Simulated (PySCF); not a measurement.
BClFH₂O, BH₄O₃, AlBFH₂O (calculated)

Computed with PySCF 2.14.0. Calculation on a computer-drawn molecule: the log of a Hartree-Fock and frozen-core CCSD(T) single point meant for a local Hartree-Fock minimum, with one planted fault or none, to be diagnosed. Offsets are logged minus clean, where the clean run is the same molecule without the fault. The reference is restricted for singlets and unrestricted otherwise, and also for a bond in bohr or an excited solution. Adding or removing an electron swaps singlet and doublet. The excited solution moves the top pair (singlet) or top alpha electron (doublet) to the lowest empty orbital. Highest occupied and lowest empty are orbital energies over both spins, largest force is the largest gradient component, triples share is (T) over the correlation energy, the T1 limit is 0.02 restricted and 0.045 unrestricted, electrons count all cores, a negative frequency is imaginary (commonest isotopes), and the dipole is about the centre of nuclear charge.

Common to all runs: meant multiplicity 1; logged SCF converged yes; possible faults no fault, one electron removed, one electron added, multiplicity raised by two, geometry at a saddle point, SCF held on an excited solution, minimal basis STO-3G, one bond length entered in bohr, all coordinates scaled.

```yaml
- entry: 1
  formula: BClFH2O
  logged_structure:
    atoms_angstrom:
      - [O, -2.6203, 1.3279, -1.791]
      - [B, -1.2724, 1.5251, -2.1291]
      - [F, -1.1354, 2.3521, -3.2219]
      - [Cl, -0.4204, 2.6648, -0.4144]
      - [H, -2.6854, 0.9467, -0.9334]
      - [H, -0.5071, 0.589, -2.1011]
  given:
    meant_charge: -1
    meant_basis: "aug-cc-pV(D+d)Z"
    logged_electrons: 41
    logged_basis_functions: 119
    logged_spin_squared: 0.7587
    "logged_highest_occupied [eV]": -12.648
    "logged_lowest_empty [eV]": -2.4811
    "logged_largest_force [hartree/bohr]": 0.059868
    logged_T1_diagnostic: 0.067338
    logged_D1_diagnostic: 0.46544
    logged_triples_share: 0.026678
    logged_CC_converged: "yes"
    "logged_dipole_magnitude [debye]": 4.0888
    logged_SCF_stable_within_its_kind: "yes"
    "logged_energy_HF [hartree]": -659.71885
    "logged_energy_CCSD(T) [hartree]": -660.39527
    drawn_bonds_atom: [1, 2, 2, 1, 2]
    drawn_bonds_other_atom: [2, 3, 4, 5, 6]
    drawn_bonds_order: [1, 1, 1, 1, 1]
  results:
    planted_fault: "one electron removed"
    "HF_energy_offset_from_clean_run [kcal/mol]": 90.93
    "CCSD(T)_energy_offset_from_clean_run [kcal/mol]": 111.5
  notes: ["T1 above single-reference limit"]
- entry: 2
  formula: BClFH2O
  logged_structure:
    atoms_angstrom:
      - [O, -2.6203, 1.3279, -1.791]
      - [B, -1.2724, 1.5251, -2.1291]
      - [F, -1.1354, 2.3521, -3.2219]
      - [Cl, -0.4204, 2.6648, -0.4144]
      - [H, -2.6854, 0.9467, -0.9334]
      - [H, -0.5071, 0.589, -2.1011]
  given:
    meant_charge: -1
    meant_basis: "aug-cc-pV(D+d)Z"
    logged_electrons: 42
    logged_basis_functions: 119
    logged_spin_squared: 0.0
    "logged_highest_occupied [eV]": 0.76617
    "logged_lowest_empty [eV]": -4.2245
    "logged_largest_force [hartree/bohr]": 0.10826
    logged_CC_converged: "no"
    "logged_dipole_magnitude [debye]": 7.0249
    logged_SCF_stable_within_its_kind: "no"
    "logged_energy_HF [hartree]": -659.28102
    drawn_bonds_atom: [1, 2, 2, 1, 2]
    drawn_bonds_other_atom: [2, 3, 4, 5, 6]
    drawn_bonds_order: [1, 1, 1, 1, 1]
  results:
    planted_fault: "SCF held on an excited solution"
    "HF_energy_offset_from_clean_run [kcal/mol]": 365.7
  notes: ["CCSD not converged", "highest electron not bound in this basis"]
- entry: 3
  formula: BH4O3
  logged_structure:
    atoms_angstrom:
      - [O, -0.2507, -1.875, -0.8176]
      - [B, 0.8075, -1.3377, 0.0633]
      - [O, 1.7401, -2.484, 0.3196]
      - [O, 1.4849, -0.2156, -0.6056]
      - [H, -0.3296, -2.7952, -0.6381]
      - [H, 0.3633, -0.8973, 1.1548]
      - [H, 2.4081, -2.1925, 0.9139]
      - [H, 1.6863, -0.4972, -1.4829]
  given:
    meant_charge: -1
    meant_basis: aug-cc-pVDZ
    logged_electrons: 34
    logged_basis_functions: 128
    logged_spin_squared: 0.0
    "logged_highest_occupied [eV]": 0.45238
    "logged_lowest_empty [eV]": -4.1891
    "logged_largest_force [hartree/bohr]": 0.17904
    logged_CC_converged: "no"
    "logged_dipole_magnitude [debye]": 4.6761
    logged_SCF_stable_within_its_kind: "no"
    "logged_energy_HF [hartree]": -251.21779
    drawn_bonds_atom: [1, 2, 2, 1, 2, 3, 4]
    drawn_bonds_other_atom: [2, 3, 4, 5, 6, 7, 8]
    drawn_bonds_order: [1, 1, 1, 1, 1, 1, 1]
  results:
    planted_fault: "SCF held on an excited solution"
    "HF_energy_offset_from_clean_run [kcal/mol]": 342.9
  notes: ["CCSD not converged", "highest electron not bound in this basis"]
- entry: 4
  formula: AlBFH2O
  logged_structure:
    atoms_angstrom:
      - [O, 1.396, -1.3471, -3.1059]
      - [B, 1.8486, -1.6502, -1.9177]
      - [Al, 2.9857, 0.0712, -1.0507]
      - [F, 3.8048, 1.3153, -0.4269]
      - [H, 0.8931, -2.0113, -3.5719]
      - [H, 1.7551, -2.6372, -1.267]
  given:
    meant_charge: 1
    meant_basis: "cc-pV(D+d)Z"
    logged_electrons: 36
    logged_basis_functions: 26
    logged_spin_squared: 0.0
    "logged_highest_occupied [eV]": -14.645
    "logged_lowest_empty [eV]": 0.80529
    "logged_largest_force [hartree/bohr]": 0.028948
    logged_T1_diagnostic: 0.025439
    logged_D1_diagnostic: 0.08063
    logged_triples_share: 0.066221
    logged_CC_converged: "yes"
    "logged_dipole_magnitude [debye]": 2.3566
    logged_SCF_stable_within_its_kind: "yes"
    "logged_energy_HF [hartree]": -436.35034
    "logged_energy_CCSD(T) [hartree]": -436.52351
    drawn_bonds_atom: [1, 2, 3, 1, 2]
    drawn_bonds_other_atom: [2, 3, 4, 5, 6]
    drawn_bonds_order: [1, 1, 1, 1, 1]
  results:
    planted_fault: "minimal basis STO-3G"
    "HF_energy_offset_from_clean_run [kcal/mol]": 3494
    "CCSD(T)_energy_offset_from_clean_run [kcal/mol]": 3718
  notes: ["T1 above single-reference limit"]
```
